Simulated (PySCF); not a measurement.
## ZnS⁺: from constants to spectrum

r²SCANh constants of ZnS⁺, ²Π (doublet), unpaired electrons π ↑ (Zn def2-TZVPPD, S def2-TZVPPD; no relativity (PySCF 2.14); masses 63.9291 and 31.9721 u):

- ωe: 413.3 cm⁻¹
- ωexe: 1.68 cm⁻¹
- Be: 0.17292 cm⁻¹
- αe: 0.000934 cm⁻¹
- D (centrifugal): 1.21e-07 cm⁻¹
- De to Zn⁺ + S: 2.14 eV

(1) Give the vibrational terms G(v) and spacings up to v = 6.

(2) How well does the Morse estimate ωe²/(4ωexe) reproduce De, and what is D0?

For an ion De counts to the pair picked by the measured ionisation energies or electron affinities, which need not be the lowest pair at this level. The state is the lowest determinant that a PBE0 search found; another state may lie lower at other levels.

## Answers

(1) G(v) = ωe(v+½) − ωexe(v+½)².

```tsv
v	G(v) (cm⁻¹)	G(v) − G(v−1)	Bv (cm⁻¹)
0	206.2		0.1725
1	616.2	409.9	0.1715
2	1022.8	406.6	0.1706
3	1426.0	403.2	0.1697
4	1825.8	399.9	0.1687
5	2222.3	396.5	0.1678
6	2615.5	393.1	0.1668
```

(2) It gives 3.15 eV, 147 % of the computed De. D0 = De − G(0) = 2.14 − 0.03 = 2.11 eV.
